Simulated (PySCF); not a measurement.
A structure optimised at PBE-D3(BJ)/def2-SVP, used in a PySCF frequency run:

```
C
O 1 1.4123
C 2 1.4091 1 113.18
H 3 1.1073 2 107.71 1 179.84
H 3 1.1175 4 108.73 2 -121.46
H 3 1.1177 4 108.74 5 -117.11
H 1 1.1213 2 112.40 3 58.40
H 1 1.1220 7 105.83 2 122.89
Si 1 1.8819 7 109.55 8 118.22
F 9 1.6295 1 110.00 7 50.48
F 9 1.6326 10 106.91 1 116.64
H 9 1.4911 10 108.43 11 117.49
```
Charge 0, spin multiplicity 1.

Problem. Write its SMILES and formula.

Solution. COC[SiH](F)F, C2H6F2OSi

Problem. What are its rotational constants (standard atomic weights)?

Solution. 5.8551, 1.4265, 1.2336 GHz
